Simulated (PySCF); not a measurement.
PySCF job for H₇NO₂Si₂, SMILES N[SiH2]O[SiH2]O, r2SCAN-D4/def2-SVP. Geometry optimised at r2SCAN-D4/def2-SVP. This is a generated structure with no PubChem entry under its InChIKey; it may be hypothetical. Other conformers were not sampled.

```python
import numpy as np
from pyscf import gto, scf, dft, df
from pyscf.hessian import thermo

mol = gto.M(
    atom='''
    N     1.69996100    1.62810168   -0.27219388
    Si    1.58673575   -0.08397513   -0.17835627
    O     0.06646472   -0.72528498   -0.46887534
    Si   -1.40941311   -0.81091877    0.27463349
    O    -2.05725548    0.69952434    0.53519718
    H     1.69331060    2.10338205   -1.16898334
    H     1.29810756    2.21534979    0.45227412
    H     1.98799909   -0.48333235    1.20090927
    H     2.47488787   -0.64965681   -1.22581742
    H    -1.27919790   -1.40341403    1.63074563
    H    -2.28427620   -1.62557929   -0.61380925
    H    -2.34674879    1.18113858   -0.24841741
    ''',
    basis='def2-SVP',
    charge=0,
    spin=0,
    max_memory=1600,
    verbose=3,
)
mf = dft.RKS(mol, xc='r2scan').density_fit(auxbasis='def2-universal-jkfit')
mf.disp = 'd4'
mf.grids.level = 4
mf.conv_tol = 1e-11
mf.max_cycle = 100
mf.kernel()

# [left out here: the lines that compute and print the analytic Hessian (its translational invariance restored by hand, since the grid's response is missing), thermochemistry and intensities]
```

Log of the run:

```
[...]
       0   N                -0.01 -0.02  0.03    0.00  0.06 -0.00    0.00 -0.17  0.01
       1  Si                -0.00  0.00 -0.04    0.01 -0.03  0.01    0.01  0.08  0.00
       2   O                 0.02  0.01  0.06   -0.02 -0.00 -0.02    0.02  0.01 -0.02
       3  Si                -0.01  0.01 -0.00   -0.01  0.06  0.04   -0.01  0.00  0.02
       4   O                 0.00 -0.02 -0.01    0.04 -0.13 -0.08    0.00 -0.02 -0.02
       5   H                -0.14 -0.23 -0.09    0.03  0.08  0.00    0.02 -0.19  0.01
       6   H                 0.16  0.18 -0.05   -0.02  0.06 -0.01   -0.03 -0.21  0.02
       7   H                -0.48 -0.20  0.04    0.12  0.01 -0.02    0.07  0.35  0.06
       8   H                 0.45  0.29  0.18   -0.01 -0.08  0.02   -0.04  0.25 -0.13
       9   H                 0.22 -0.07 -0.06   -0.02 -0.13 -0.04   -0.06 -0.07 -0.01
      10   H                -0.18  0.08  0.10   -0.19  0.30 -0.02   -0.12  0.09  0.04
      11   H                 0.02  0.05  0.03   -0.09  0.34  0.28   -0.04  0.16  0.11
Mode                                15                  16                  17
Irrep
Freq [cm^-1]                      892.3917            900.7170            916.1938
Reduced mass [au]                   1.5878              1.2920              1.2313
Force const [Dyne/A]                0.7450              0.6176              0.6089
Char temp [K]                    1283.9530           1295.9312           1318.1989
Normal mode                   x     y     z       x     y     z       x     y     z
       0   N                 0.01 -0.02 -0.02   -0.02  0.01  0.10   -0.01 -0.00  0.01
       1  Si                 0.01  0.02  0.01    0.01 -0.01 -0.04    0.04  0.03 -0.00
       2   O                -0.03 -0.00  0.01   -0.00  0.00  0.00   -0.03 -0.01  0.01
       3  Si                -0.02  0.05 -0.02   -0.01  0.02 -0.01    0.05 -0.02 -0.01
       4   O                 0.05 -0.11  0.03    0.02 -0.03  0.01   -0.02  0.02 -0.01
       5   H                -0.02  0.08  0.03    0.03 -0.40 -0.13   -0.02 -0.08 -0.03
       6   H                -0.02 -0.12  0.05    0.05  0.38 -0.17   -0.00  0.04 -0.02
       7   H                -0.12 -0.12  0.01    0.09  0.45  0.07   -0.41 -0.25  0.04
       8   H                 0.00  0.12 -0.05   -0.10 -0.35  0.06   -0.37 -0.34 -0.14
       9   H                -0.21  0.45  0.17   -0.01  0.13  0.04   -0.34 -0.04  0.02
      10   H                -0.11  0.09  0.04    0.02 -0.02 -0.00   -0.30  0.06  0.24
      11   H                 0.14 -0.42 -0.20    0.05 -0.16 -0.08   -0.05  0.14  0.08
Mode                                18                  19                  20
Irrep
Freq [cm^-1]                      935.8419            971.4255            987.5626
Reduced mass [au]                   1.2118              1.1541              1.4092
Force const [Dyne/A]                0.6253              0.6417              0.8097
Char temp [K]                    1346.4682           1397.6651           1420.8827
Normal mode                   x     y     z       x     y     z       x     y     z
       0   N                 0.00  0.05 -0.01   -0.00  0.01  0.00   -0.01 -0.03 -0.00
       1  Si                 0.02 -0.06  0.01    0.01 -0.00  0.00    0.04  0.05  0.00
       2   O                -0.01  0.01  0.00    0.01  0.01 -0.00   -0.01 -0.03 -0.01
       3  Si                -0.00  0.01 -0.00   -0.00 -0.06  0.01   -0.05  0.04  0.02
       4   O                 0.00  0.00  0.00   -0.01  0.03 -0.01    0.03 -0.03 -0.01
       5   H                 0.00  0.08  0.01    0.00 -0.00 -0.00   -0.01 -0.05 -0.01
       6   H                -0.01  0.04 -0.01    0.01  0.02 -0.00   -0.02 -0.06  0.01
       7   H                -0.38  0.41  0.26   -0.12  0.01  0.05   -0.27 -0.24  0.01
       8   H                -0.22  0.40 -0.44   -0.10 -0.01 -0.09   -0.24 -0.23 -0.08
       9   H                 0.02 -0.10 -0.05    0.28  0.50  0.22    0.41 -0.16 -0.11
      10   H                 0.07 -0.10  0.02   -0.04  0.48 -0.44    0.39 -0.16 -0.24
      11   H                -0.01 -0.02 -0.01   -0.03  0.14  0.07    0.03 -0.04 -0.01
Mode                                21                  22                  23
Irrep
Freq [cm^-1]                     1059.8611           1544.8896           2232.2770
Reduced mass [au]                   6.6426              1.1193              1.0381
Force const [Dyne/A]                4.3963              1.5740              3.0477
Char temp [K]                    1524.9042           2222.7521           3211.7496
Normal mode                   x     y     z       x     y     z       x     y     z
       0   N                -0.00  0.01 -0.00    0.01 -0.09  0.01   -0.00  0.00  0.00
       1  Si                -0.04 -0.02 -0.00    0.00  0.01  0.00    0.01 -0.01  0.03
       2   O                 0.21  0.04 -0.04   -0.00 -0.00 -0.00    0.00  0.00 -0.00
       3  Si                -0.06  0.00  0.02   -0.00  0.00  0.00    0.00  0.01 -0.00
       4   O                 0.00 -0.01  0.00    0.00 -0.00 -0.00    0.00  0.00 -0.00
       5   H                -0.00  0.02  0.00   -0.22  0.54  0.32    0.00 -0.01 -0.00
       6   H                -0.02 -0.01 -0.00   -0.03  0.49 -0.46    0.00 -0.00  0.01
       7   H                -0.10 -0.08  0.01   -0.01 -0.01 -0.01   -0.26  0.26 -0.88
       8   H                -0.17 -0.10 -0.08   -0.02 -0.01  0.01   -0.03  0.01  0.05
       9   H                -0.08  0.02  0.02    0.00  0.00  0.00    0.02 -0.06  0.14
      10   H                -0.12 -0.01  0.10    0.00 -0.00 -0.00   -0.10 -0.10 -0.11
      11   H                 0.01 -0.05 -0.02    0.00  0.00  0.00   -0.00  0.00  0.00
Mode                                24                  25                  26
Irrep
Freq [cm^-1]                     2237.9076           2260.8535           2265.3271
Reduced mass [au]                   1.0422              1.0424              1.0403
Force const [Dyne/A]                3.0754              3.1394              3.1453
Char temp [K]                    3219.8508           3252.8647           3259.3014
Normal mode                   x     y     z       x     y     z       x     y     z
       0   N                -0.00 -0.00  0.00    0.00  0.00 -0.00   -0.00  0.00 -0.00
       1  Si                 0.00 -0.00  0.01    0.00 -0.00 -0.01    0.02 -0.01 -0.02
       2   O                -0.00 -0.00  0.00    0.00  0.00 -0.00    0.00  0.00 -0.00
       3  Si                -0.02 -0.02 -0.02   -0.00  0.01 -0.03   -0.00 -0.00  0.01
       4   O                -0.00 -0.00 -0.00   -0.00  0.00 -0.00    0.00 -0.00 -0.00
       5   H                 0.00 -0.00  0.00   -0.00 -0.00 -0.00    0.00 -0.00 -0.00
       6   H                 0.00  0.00  0.00   -0.00 -0.00 -0.00    0.00 -0.01  0.00
       7   H                -0.05  0.05 -0.17    0.05 -0.04  0.15    0.00 -0.00 -0.02
       8   H                 0.05 -0.03 -0.06   -0.13  0.09  0.16   -0.57  0.36  0.67
       9   H                -0.00 -0.02  0.03    0.08 -0.37  0.86   -0.02  0.09 -0.21
      10   H                 0.56  0.52  0.57    0.00  0.01 -0.00    0.05  0.05  0.05
      11   H                -0.00 -0.00  0.00   -0.00  0.00 -0.00   -0.00 -0.00  0.00
Mode                                27                  28                  29
Irrep
Freq [cm^-1]                     3580.4453           3680.5622           3882.6490
Reduced mass [au]                   1.0504              1.0959              1.0667
Force const [Dyne/A]                7.9339              8.7468              9.4746
Char temp [K]                    5151.4636           5295.5095           5586.2675
Normal mode                   x     y     z       x     y     z       x     y     z
       0   N                 0.02 -0.05  0.01    0.02 -0.00 -0.08   -0.00 -0.00  0.00
       1  Si                 0.00  0.00  0.00    0.00 -0.00 -0.00    0.00  0.00 -0.00
       2   O                 0.00  0.00 -0.00    0.00 -0.00 -0.00   -0.00  0.00  0.00
       3  Si                -0.00 -0.00  0.00   -0.00  0.00  0.00   -0.00  0.00  0.00
       4   O                 0.00 -0.00 -0.00    0.00 -0.00  0.00    0.02 -0.03  0.05
       5   H                 0.01  0.30 -0.60    0.00 -0.33  0.61   -0.00  0.00 -0.00
       6   H                -0.27  0.40  0.52   -0.25  0.38  0.46    0.00  0.00  0.00
       7   H                -0.00  0.00 -0.00    0.00 -0.00  0.00   -0.00 -0.00 -0.00
       8   H                -0.00  0.00  0.00   -0.00  0.00  0.00   -0.00 -0.00  0.00
       9   H                 0.00  0.00 -0.00    0.00 -0.00 -0.00   -0.00  0.00 -0.00
      10   H                 0.00  0.00 -0.00   -0.00 -0.00 -0.00   -0.00  0.00  0.00
      11   H                 0.00 -0.00  0.00   -0.00  0.00 -0.00   -0.30  0.50 -0.77
temperature 298.1500 [K]
pressure 101325.00 [Pa]
Rotational constants [GHz] 5.81235 1.71872 1.40836
Symmetry number 1
Zero-point energy (ZPE) 0.07990 [Eh]   209765.726 [J/mol]
                           tot       elec      trans        rot        vib
Entropy [J/mol/K]       393.215      0.000    167.281    115.170    110.764
Cv [J/mol/K]            121.096      0.000     12.472     12.472     96.153
Cp [J/mol/K]            129.410      0.000     20.786     12.472     96.153
Internal energy [J/mol]                      3718.434   3718.434 224859.324
Internal energy [Eh]   -787.95917  -788.04765
Enthalpy [J/mol]                             6197.391   3718.434 224859.324
Enthalpy [Eh]          -787.95823
Gibbs free energy [J/mol]                  -43677.517 -30619.644 191835.125
Gibbs free energy [Eh] -788.00288
static polarisability / bohr^3: [[57.821  2.495 -1.376]
 [ 2.491 55.162 -1.674]
 [-1.376 -1.674 51.887]]
largest difference of analytic and finite-field dipole derivatives / e: 0.0011492946963418404
mode   freq/cm-1   IR/(km/mol)   Raman/(A^4/amu)   depolarisation
   1       15.30         0.727             0.057            0.568
   2       35.05         1.654             0.148            0.682
   3      101.38         3.007             0.274            0.513
   4      214.74        98.646             5.344            0.749
   5      253.15        19.073             2.672            0.750
   6      279.44        84.333             1.919            0.660
   7      339.24       201.611             0.544            0.527
   8      410.79        38.442             2.060            0.175
   9      545.90        19.584             1.910            0.622
  10      605.09         3.056            12.257            0.206
  11      646.66       106.102             5.666            0.597
  12      768.33        19.290            12.317            0.710
  13      811.89        37.534             7.010            0.590
  14      833.38       108.961             3.044            0.613
  15      860.83        36.924             9.460            0.553
  16      892.39        48.846            10.417            0.661
  17      900.72        77.005             8.537            0.742
  18      916.19       573.819             5.225            0.743
  19      935.84       105.316            12.208            0.654
  20      971.43       133.634            10.813            0.689
  21      987.56       208.634            12.499            0.666
  22     1059.86       385.649             1.155            0.685
  23     1544.89        44.774             6.150            0.740
  24     2232.28       118.432            53.310            0.288
  25     2237.91       134.187           149.672            0.224
  26     2260.85       197.369           105.039            0.294
  27     2265.33       113.346           170.253            0.132
  28     3580.45        28.086           115.033            0.108
  29     3680.56        36.394            68.431            0.741
  30     3882.65        85.924            82.099            0.275
max |gradient| / (hartree/bohr): 0.0002223575650998866
APT charges: [-0.8439  1.7388 -1.3293  1.7891 -0.8453  0.1945  0.1995 -0.2971 -0.2901
 -0.2963 -0.3157  0.3045]
```

The run converged.
